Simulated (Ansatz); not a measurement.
Born–Oppenheimer molecular dynamics of AlFGeH$_{6}$O (10 atoms, charge 0, multiplicity 1). It starts at the highest image of a converged band, a first-order saddle point between two minima.

Method: Ansatz, RKS PBE-D4/def2-SVP.

```yaml
ensemble: NVE (velocity Verlet)
time_step: 0.5 fs
steps_asked: 200
starting_velocities_drawn_for: 100 K
seed: 8541
```

First frame:

```xyz
10
Properties=species:S:1:pos:R:3
Ge -0.039 0.055 -0.178
F -0.305 0.708 1.732
H 1.165 -0.788 0.314
H 0.222 1.524 -0.599
H -0.531 -0.664 -1.494
O -1.885 -0.407 0.610
Al -3.374 -1.212 0.184
H -3.458 -1.815 -1.282
H -4.490 -1.255 1.316
H -1.445 0.116 1.457
```

(1) How far do the bonds stretch over the last three quarters of this one trajectory? (Pairs bonded in most of those frames.)

Answers

(1) 
```csv
bond,mean (Å),spread (Å),shortest,longest
Ge1–H3,1.549,0.031,1.50,1.59
Ge1–H4,1.545,0.008,1.53,1.56
Ge1–H5,1.562,0.011,1.54,1.58
Ge1–O6,1.863,0.085,1.75,2.03
F2–H10,0.985,0.049,0.93,1.14
O6–Al7,1.738,0.029,1.69,1.80
Al7–H8,1.595,0.013,1.57,1.62
Al7–H9,1.592,0.012,1.57,1.61
```

Mean temperature of the second half: 519 K. The conserved energy stayed within 0.037 meV per atom of its start (net change 0.0037 meV per atom), so the integration is sound. The kinetic energy rose, since the run started high on the potential surface and went downhill. It ends in pieces (AlGeH5O + FH), so much of that is their flight and rotation, not heat. A run of 0.1 ps of so small a system gives no equilibrium averages. The orbitals stay closed-shell, which can raise the energy where a bond breaks towards radicals; this wasn't checked here.

The run took 3.9 min on 4 threads of Arm Neoverse V1, with other jobs on the host, peak memory 0.16 GiB.
